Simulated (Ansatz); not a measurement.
Input for Ansatz (development build ahead of 0.2.0):

```yaml
crystal:
  periodic: [false, false, false]
  atoms:
    - { symbol: Sc, position_ang: [0.0, 0.0, 0.0] }
    - { symbol: Cl, position_ang: [0.0, 0.0, 4.0038] }
basis:
  gaussian: { orbitals: pcseg-2 }
magnetization:
  spin_polarized: true
  initial_magnetization: 4
hamiltonian:
  xc: { name: wB97X }
```

The input is written out in the form of the current development build from the run's settings.

Output:

* Converged: yes
* Total energy: -1220.72668 hartree
* Spin squared of the determinant: 6.004
* Stability test: minimum

Caution: another spin multiplicity may lie lower.
